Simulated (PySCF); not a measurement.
## How the method moves the HOMO and LUMO of `Bc1occc1Cl`

Compound: C₄H₄BClO.
Numbering: `[BH2:1][c:2]1[o:3][cH:4][cH:5][c:6]1[Cl:7]` (hydrogens: H8, H9 on B1; H10 on C4; H11 on C5)

Cartesian coordinates in Å at the PBE0-D3(BJ)/def2-SVP level; atoms count from 1:
```
atom  x, y, z in Å
B1     1.9963   -0.6203   -0.4058
C2     0.5577   -0.2573   -0.1124
O3    -0.3978   -1.2388    0.0357
C4    -1.5673   -0.6690    0.2849
C5    -1.4684    0.6984    0.3165
C6    -0.1014    0.9568    0.0623
Cl7    0.6079    2.5037   -0.0158
H8     2.8067    0.2637   -0.5247
H9     2.3144   -1.7783   -0.5137
H10   -2.4155   -1.3370    0.4252
H11   -2.2589    1.4216    0.4974
```

Basis pcSseg-1 throughout (PySCF), one geometry. Geometry: PBE0-D3(BJ)/def2-SVP; no solvent, vibrations or thermal averaging.

**Question.** How do the orbital energies, the gap and the dipole change with the method?

**Answer.** 
```tsv
method	kind	HOMO (eV)	LUMO (eV)	gap (eV)	μ (D)	SCF cycles
PBE	GGA	-6.42	-2.99	3.43	2.73	16
BP86	GGA	-6.52	-3.08	3.45	2.72	16
LDA	LDA	-6.64	-3.26	3.39	2.78	16
B97-2	global hybrid	-7.17	-2.17	5.00	2.58	14
mPW1PW91	global hybrid	-7.44	-2.18	5.26	2.59	14
wB97X-D	range-separated hybrid	-9.18	-0.42	8.75	2.45	15
HF	Hartree–Fock	-9.31	1.26	10.57	2.41	12
LC-wPBE	range-separated hybrid	-9.92	-0.10	9.83	2.35	15
```

The HOMO spans 3.50 eV, from PBE down to LC-wPBE, and the gap runs from 3.39 eV (LDA) to 10.57 eV (HF). Over the methods PBE (0 %), BP86 (0 %), LDA (0 %), B97-2 (21 %), mPW1PW91 (25 %), HF (100 %), a straight line through the gap against the share of exact exchange rises by 0.71 eV for each 10 % (correlation coefficient 1.000). The dipole ranges from 2.35 D (LC-wPBE) to 2.78 D (LDA). This basis has no diffuse functions.
